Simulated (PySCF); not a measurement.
Two species compared at the same levels of theory.

First species: C6H5N2PS.
SMILES with atom numbers: `[CH3:1][S:2][c:3]1[cH:4][cH:5][p:6][c:7]([C:8]#[N:9])[n:10]1` (hydrogens: H11, H12, H13 on C1; H14 on C4; H15 on C5)

Cartesian coordinates in Å at the GFN2-xTB level; atoms count from 1:
```xyz
15
C6H5N2PS angstrom
C      2.5916    0.7857   -0.1675
S      2.0323   -0.9304   -0.3152
C      0.2964   -0.7044   -0.3053
C     -0.5192   -1.8434   -0.4043
C     -1.8852   -1.7555   -0.4039
P     -2.7993   -0.2675   -0.2839
C     -1.4255    0.8298   -0.1853
C     -1.7422    2.2069   -0.0724
N     -2.0311    3.3128    0.0183
N     -0.1381    0.5318   -0.2036
H      3.6764    0.7572   -0.1652
H      2.2205    1.3536   -1.0147
H      2.2125    1.2034    0.7597
H     -0.0299   -2.8040   -0.4828
H     -2.4638   -2.6681   -0.4825
```

Second species: C6H5NO.
Structure used (GFN2-xTB), in Å, numbered top down from 1:
```
atom  x, y, z in Å
O1    -2.4177   -2.1769    0.2352
N2    -2.2751   -1.0176   -0.1363
C3    -0.9976   -0.4539   -0.0562
C4    -0.8918    0.8742   -0.4833
C5     0.3329    1.5086   -0.4405
C6     1.4511    0.8283    0.0231
C7     1.3518   -0.4914    0.4458
C8     0.1341   -1.1354    0.4107
H9    -1.7788    1.3749   -0.8382
H10    0.4252    2.5336   -0.7666
H11    2.4080    1.3282    0.0549
H12    2.2295   -1.0111    0.8005
H13    0.0240   -2.1610    0.7332
```

Levels: PBE0/pcSseg-1 for dipole moment, HOMO energy, LUMO energy and HOMO–LUMO gap; GFN2-xTB for rotational constant A and rotational constant C. Geometries: GFN2-xTB. Each structure is a single optimised conformer of the isolated species, non-relativistic unless stated; the electronic structure was computed with PySCF and density fitting.

Dipoles, sizes and rotational constants follow the conformer. The torsions of the flexible species, by atom-mapped SMILES:
- `[CH3:1][S:2][c:3]1[cH:4][cH:5][p:6][c:7]([C:8]#[N:9])[n:10]1`: C1–S2–C3–C4 180°
- `[O:1]=[N:2][c:3]1[cH:4][cH:5][cH:6][cH:7][cH:8]1`: O1–N2–C3–C4 180°

Values for the first species:

- Dipole moment: 4.65 D
- HOMO energy: -6.91 eV
- LUMO energy: -2.67 eV
- HOMO–LUMO gap: 4.24 eV
- Rotational constant A: 1.522 GHz
- Rotational constant C: 0.515 GHz

Estimate the same properties for the second species, and the change in each.

```json
{"property": "dipole moment", "first": "4.65 D", "second": "4.12 D", "second less first": "-0.53 D"}
{"property": "HOMO energy", "first": "-6.91 eV", "second": "-6.48 eV", "second less first": "+0.43 eV"}
{"property": "LUMO energy", "first": "-2.67 eV", "second": "-2.93 eV", "second less first": "-0.26 eV"}
{"property": "HOMO–LUMO gap", "first": "4.24 eV", "second": "3.55 eV", "second less first": "-0.69 eV"}
{"property": "rotational constant A", "first": "1.522 GHz", "second": "5.328 GHz", "second less first": "+3.806 GHz"}
{"property": "rotational constant C", "first": "0.515 GHz", "second": "1.260 GHz", "second less first": "+0.745 GHz"}
```

On the first: The dipole equals about 15.5 × 10⁻³⁰ C·m (1 D = 3.33564 × 10⁻³⁰ C·m).

On the second: The dipole equals about 13.7 × 10⁻³⁰ C·m (1 D = 3.33564 × 10⁻³⁰ C·m).
